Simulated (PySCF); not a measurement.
SMILES CO[SiH2]CC(C)(C)C (C6H16OSi) (GFN2-xTB optimised geometry):

```
24

C      2.886     1.075    -1.796
O      1.780     0.683    -1.047
Si     0.258     0.483    -1.579
C     -0.597    -0.116     0.000
C     -2.128    -0.116     0.000
C     -2.666    -0.860    -1.222
C     -2.621    -0.824     1.268
C     -2.662     1.316     0.000
H      3.750     1.119    -1.132
H      2.724     2.058    -2.244
H      3.084     0.360    -2.599
H     -0.247     1.748    -2.135
H      0.223    -0.505    -2.668
H     -0.255    -1.136     0.197
H     -0.248     0.484     0.843
H     -2.422    -0.322    -2.134
H     -2.231    -1.855    -1.285
H     -3.748    -0.961    -1.160
H     -3.708    -0.807     1.321
H     -2.297    -1.863     1.279
H     -2.230    -0.335     2.157
H     -2.354     1.841    -0.899
H     -2.289     1.863     0.863
H     -3.750     1.316     0.041
```

Method: PBE0/def2-SVP (PySCF).

What are the frontier orbital energies and the dipole moment?

HOMO-2 -8.79 eV, HOMO-1 -8.00 eV, HOMO -7.80 eV, LUMO 0.94 eV, LUMO+1 1.75 eV; dipole moment 0.38 D.

Meta-Löwdin charges at PBE0/def2-SVP: C1 -0.08, O2 -0.60, Si3 0.84, C4 -0.42, C5 0.08, C6 -0.30, C7 -0.30, C8 -0.30, H9 0.11, H10 0.09, H11 0.09, H12 -0.14, H13 -0.14, H14 0.11, H15 0.11, H16 0.09, H17 0.10, H18 0.10, H19 0.09, H20 0.09, H21 0.09, H22 0.10, H23 0.09, H24 0.09.
